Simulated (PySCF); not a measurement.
Species: SnHMe2(nBu), C6H16Sn.
Bonds: Sn1–C3, Sn1–C7, Sn1–C11, C11–C12, C12–C13, C13–C14. Hydrogens: H2 on Sn1; H4, H5, H6 on C3; H8, H9, H10 on C7; H15, H16 on C11; H17, H18 on C12; H19, H20 on C13; H21, H22, H23 on C14.

Computed, not measured: PBE0-D3(BJ)/def2-SVP geometry optimisation, gas phase, def2 core potentials past Kr (PySCF 2.14.0).

(1) List the bond lengths, angles and torsions at this level.

Answers

(1) 
```csv
bond,length (Å)
Sn1–H2,1.727
"Sn1–C3, Sn1–C7",2.156
Sn1–C11,2.164
C3–H4 and 5 like bonds,1.099
C11–C12,1.526
"C11–H15, C11–H16",1.103
C12–C13,1.529
"C12–H17, C12–H18",1.105
C13–C14,1.521
"C13–H19, C13–H20",1.104
"C14–H21, C14–H22, C14–H23",1.101
```

Bonds in one row agree within 0.01 Å and their mean is given. A selection of angles:
```csv
angle,degrees
H2–Sn1–C3,109.5
H2–Sn1–C11,108.7
C3–Sn1–C7,109.6
C3–Sn1–C11,110.7
C7–Sn1–C11,109.4
Sn1–C3–H4,110.3
H4–C3–H5,108.7
Sn1–C11–C12,113.3
Sn1–C11–H15,107.5
C12–C11–H15,110.5
H15–C11–H16,106.5
C11–C12–C13,114.6
C11–C12–H17,109.8
C13–C12–H17,108.8
C13–C12–H18,108.3
H17–C12–H18,105.5
C12–C13–C14,114.5
C12–C13–H19,108.7
C14–C13–H19,109.1
H19–C13–H20,105.7
C13–C14–H21,111.4
H21–C14–H22,107.2
```

Dihedral angles: C3–Sn1–C11–C12 -178° (antiperiplanar); Sn1–C11–C12–C13 179° (antiperiplanar); C11–C12–C13–C14 65° (synclinal). The mirror-image conformer, all signs reversed, is as good.

Sn1 (tin bonded to 3 C and H) is tetrahedral (angles from 108.7° to 110.7°). Of the pairs four or more bonds apart, H16···H22 is among the closest relative to their van der Waals radii: 2.30 Å, 96 % of the sum of Bondi's values.

Point group: C1 (no symmetry element, even within 0.4 Å). PBE0-D3(BJ)/def2-SVP frequencies: not computed here. The numbers are those of one conformer.

On Intel Xeon at 2.50 GHz, one thread, shared host with 64 logical CPUs at a one-minute load of 57, this took 13 min and 0.83 GiB of memory at its peak. This is the geometry optimisation.
